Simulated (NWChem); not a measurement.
System: AuPH$_{4}$; SMILES [PH3]->[AuH]

Here is an NWChem input.

```
start job
memory heap 200 mb stack 900 mb global 1100 mb
geometry units angstroms noautoz
  Au     0.000000     0.000000    -0.432586
  H      0.000000     0.000000    -2.039989
  P      0.000000     0.000000     1.922816
  H      1.210106    -0.264156     2.614717
  H     -0.833819    -0.915904     2.614717
  H     -0.376287     1.180061     2.614717
end
basis spherical
  Au library def2-svp
  H library def2-svp
  P library def2-svp
end
ecp
  Au library def2-ecp
end
dft
  xc b3pw91
  iterations 150
  mulliken
end
task dft energy
```

All runs use the structure optimised with PBE0/def2-SVP. def2 effective core potentials on Au; no spin-orbit coupling.

Give the results of this calculation. (B3PW91/def2-SVP with def2 effective core potentials on Au.) Quantities: energy (Ha); highest occupied level (eV); orbital gap (eV); dipole (D).


```json
{
 "energy (Ha)": "-479.46",
 "highest occupied level (eV)": "-6.75",
 "orbital gap (eV)": "6.13",
 "dipole (D)": "5.13"
}
```
